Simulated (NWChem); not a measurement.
System: SnH₃OF; SMILES [OH][SnH2][F]

The following NWChem deck was run.

```
start job
memory heap 200 mb stack 900 mb global 1100 mb
geometry units angstroms noautoz
  Sn    -0.260536     0.011916    -0.029857
  O      1.133345    -1.373181    -0.194024
  F      0.680084     1.710130    -0.066418
  H     -1.184877    -0.100710    -1.451455
  H     -1.022008    -0.022977     1.499422
  H      1.783559    -1.340040     0.517244
end
basis spherical
  Sn library def2-svp
  O library def2-svp
  F library def2-svp
  H library def2-svp
end
ecp
  Sn library def2-ecp
end
dft
  xc xpbe96 cpbe96
  iterations 150
  mulliken
end
task dft energy
```

Excerpt of the output:

```
             Northwest Computational Chemistry Package (NWChem) 7.3.0
             --------------------------------------------------------

 C1  symmetry detected

                             Geometry "geometry" -> ""
                             -------------------------

 Output coordinates in angstroms (scale by  1.889725989 to convert to a.u.)

  No.       Tag          Charge          X              Y              Z
 ---- ---------------- ---------- -------------- -------------- --------------
    1 Sn                  50.0000    -0.28828075    -0.00309416    -0.00186003
    2 O                    8.0000     0.93089188    -1.55196767    -0.05624471
    3 F                    9.0000     0.85537146     1.56593529    -0.01734236
    4 H                    1.0000    -1.13886796    -0.04052907    -1.47261895
    5 H                    1.0000    -1.13218207     0.09674949     1.48057487
    6 H                    1.0000     1.53960952    -1.57918879     0.69108426

 Effective nuclear repulsion energy (a.u.)     296.2065667900

 Summary of "ao basis" -> "ao basis" (spherical)
 ------------------------------------------------------------------------------
       Tag                 Description            Shells   Functions and Types
 ---------------- ------------------------------  ------  ---------------------
 Sn                         def2-svp                10       26   4s4p2d
 O                          def2-svp                 6       14   3s2p1d
 F                          def2-svp                 6       14   3s2p1d
 H                          def2-svp                 3        5   2s1p

            General Information
            -------------------
          SCF calculation type: DFT
          Wavefunction type:  closed shell.
          No. of atoms     :     6
          No. of electrons :    42
           Alpha electrons :    21
            Beta electrons :    21
          Charge           :     0
          Spin multiplicity:     1
          Use of symmetry is: off; symmetry adaption is: off
          Maximum number of iterations: 150
          AO basis - number of functions:    69
                     number of shells:    31
          Convergence on energy requested:  1.00D-06
          Convergence on density requested:  1.00D-05
          Convergence on gradient requested:  5.00D-04

              XC Information
              --------------
          PerdewBurkeErnzerhof Exchange Functional  1.000
            Perdew 1991 LDA Correlation Functional  1.000 local
           PerdewBurkeErnz. Correlation Functional  1.000 non-local

             Grid Information
             ----------------
          Grid used for XC integration:  medium
          Radial quadrature: Mura-Knowles
          Angular quadrature: Lebedev.
          Tag              B.-S. Rad. Rad. Pts. Rad. Cut. Ang. Pts.
          ---              ---------- --------- --------- ---------
          Sn                  1.45      123           8.0       590
          O                   0.60       49           9.0       434
          F                   0.50       49           9.0       434
          H                   0.35       45          10.0       434
          Grid pruning is: on
          Number of quadrature shells:   356
          Spatial weights used:  Erf1

      Superposition of Atomic Density Guess
      -------------------------------------

 Sum of atomic energies:        -424.57724527

      Non-variational initial energy
      ------------------------------

 Total energy =    -388.971429
 1-e energy   =    -906.681895
 2-e energy   =     373.587308
 HOMO         =      -0.380595
 LUMO         =      -0.001813

     ---------------------------------------------
      Total Density - Mulliken Population Analysis
     ---------------------------------------------

    Atom       Charge   Shell Charges
 -----------   ------   -------------------------------------------------------
    1 Sn  22    20.52   1.60  0.42  0.87  0.30  3.26  2.74  0.85  0.37  9.77  0.35
    2 O    8     8.93   1.99  1.11  0.68  3.09  2.05  0.00
    3 F    9     9.74   1.99  1.15  0.81  3.56  2.23  0.00
    4 H    1     1.08   0.63  0.44  0.01
    5 H    1     1.08   0.63  0.45  0.01
    6 H    1     0.66   0.53  0.07  0.06

   convergence    iter        energy       DeltaE   RMS-Dens  Diis-err
 ---------------- ----- ----------------- --------- --------- ---------
 d= 0,ls=0.0,diis     1   -390.7200461479 -5.35D+02  4.59D-02  1.04D+00
 d= 0,ls=0.0,diis     2   -389.8293507121  8.91D-01  3.27D-02  9.83D+00
 d= 0,ls=0.0,diis     3   -390.8571529895 -1.03D+00  2.39D-03  1.47D-02
 d= 0,ls=0.0,diis     4   -390.8579764327 -8.23D-04  1.29D-03  9.03D-03
 d= 0,ls=0.0,diis     5   -390.8584776141 -5.01D-04  6.31D-04  4.24D-03
  Resetting Diis
 d= 0,ls=0.0,diis     6   -390.8589101408 -4.33D-04  1.28D-04  7.34D-05
 d= 0,ls=0.0,diis     7   -390.8589183039 -8.16D-06  4.80D-05  2.21D-06
 d= 0,ls=0.0,diis     8   -390.8589182914  1.25D-08  2.41D-05  2.40D-06
 d= 0,ls=0.0,diis     9   -390.8589185899 -2.99D-07  4.05D-06  1.52D-07

         Total DFT energy =     -390.858918589921
      One electron energy =     -908.718522798468
           Coulomb energy =      411.802599891295
    Exchange-Corr. energy =      -38.066154031545
 Nuclear repulsion energy =      144.123158348797

 Numeric. integr. density =       42.000009743116

                       DFT Final Molecular Orbital Analysis
                       ------------------------------------

 Vector   19  Occ=2.000000D+00  E=-2.871923D-01
              MO Center=  4.5D-01,  8.9D-01, -1.6D-01, r^2= 2.7D+00
   Bfn.  Coefficient  Atom+Function         Bfn.  Coefficient  Atom+Function
  ----- ------------  ---------------      ----- ------------  ---------------
    46      0.523511  3 F  pz                49     -0.371619  3 F  pz
    55     -0.201783  4 H  s                 56     -0.199232  4 H  s
    44      0.150293  3 F  px                13      0.128001  1 Sn pz
    61      0.117964  5 H  s                 31      0.111942  2 O  py
    60      0.111734  5 H  s                 30     -0.110895  2 O  px

 Vector   20  Occ=2.000000D+00  E=-2.777914D-01
              MO Center=  5.7D-01, -3.5D-01,  1.2D-01, r^2= 3.5D+00
   Bfn.  Coefficient  Atom+Function         Bfn.  Coefficient  Atom+Function
  ----- ------------  ---------------      ----- ------------  ---------------
    31      0.390797  2 O  py                34      0.284472  2 O  py
    45     -0.250534  3 F  py                44      0.222981  3 F  px
    32      0.202830  2 O  pz                61     -0.197976  5 H  s
    60     -0.192980  5 H  s                 48      0.177664  3 F  py
    46     -0.176779  3 F  pz                47     -0.161398  3 F  px

 Vector   21  Occ=2.000000D+00  E=-2.536829D-01
              MO Center=  7.8D-01, -1.3D+00,  2.2D-02, r^2= 1.6D+00
   Bfn.  Coefficient  Atom+Function         Bfn.  Coefficient  Atom+Function
  ----- ------------  ---------------      ----- ------------  ---------------
    30      0.395133  2 O  px                32     -0.337740  2 O  pz
    33      0.296811  2 O  px                31      0.288627  2 O  py
    35     -0.252578  2 O  pz                34      0.218194  2 O  py
    61      0.171624  5 H  s                 60      0.122881  5 H  s
    45     -0.119366  3 F  py                48      0.090239  3 F  py

 Vector   22  Occ=0.000000D+00  E=-5.203635D-02
              MO Center= -6.1D-02, -1.1D-01,  1.1D-01, r^2= 4.0D+00
   Bfn.  Coefficient  Atom+Function         Bfn.  Coefficient  Atom+Function
  ----- ------------  ---------------      ----- ------------  ---------------
     3      0.768671  1 Sn s                  4      0.703163  1 Sn s
    61     -0.521407  5 H  s                 56     -0.463710  4 H  s
    29     -0.378166  2 O  s                  2     -0.275189  1 Sn s
    60     -0.239888  5 H  s                 31     -0.235306  2 O  py
    55     -0.227519  4 H  s                 34     -0.222652  2 O  py

 Vector   23  Occ=0.000000D+00  E=-3.063998D-02
              MO Center= -4.6D-01, -1.1D-01,  2.7D-02, r^2= 4.2D+00
   Bfn.  Coefficient  Atom+Function         Bfn.  Coefficient  Atom+Function
  ----- ------------  ---------------      ----- ------------  ---------------
    15      0.791092  1 Sn py                12      0.405114  1 Sn py
    29      0.355210  2 O  s                 43     -0.249522  3 F  s
    44     -0.173740  3 F  px                22     -0.148464  1 Sn d -2
    47      0.147451  3 F  px                17      0.146465  1 Sn d -2
    30     -0.138546  2 O  px                 9     -0.133093  1 Sn py

 Vector   24  Occ=0.000000D+00  E=-1.254948D-02
              MO Center= -5.9D-01, -3.4D-02,  7.7D-02, r^2= 4.4D+00
   Bfn.  Coefficient  Atom+Function         Bfn.  Coefficient  Atom+Function
  ----- ------------  ---------------      ----- ------------  ---------------
    14      0.886768  1 Sn px                56      0.776007  4 H  s
    61      0.619657  5 H  s                  4     -0.533964  1 Sn s
    11      0.404025  1 Sn px                 3     -0.345492  1 Sn s
    29     -0.218981  2 O  s                 55      0.188394  4 H  s
    60      0.161300  5 H  s                 19     -0.159478  1 Sn d  0

     ---------------------------------------------
      Total Density - Mulliken Population Analysis
     ---------------------------------------------

    Atom       Charge   Shell Charges
 -----------   ------   -------------------------------------------------------
    1 Sn  22    21.23   1.60  0.42  1.10  0.14  3.25  2.76  1.30  0.42  9.71  0.53
    2 O    8     8.43   1.99  1.08  0.70  2.82  1.83  0.01
    3 F    9     9.39   1.99  1.12  0.83  3.31  2.13  0.00
    4 H    1     1.06   0.68  0.37  0.01
    5 H    1     1.08   0.68  0.40  0.01
    6 H    1     0.82   0.68  0.06  0.07

[...]
```

Level: PBE/def2-SVP with def2 effective core potentials on Sn. Geometry: optimised at PBE0/def2-SVP. def2 effective core potentials on Sn; no spin-orbit coupling.
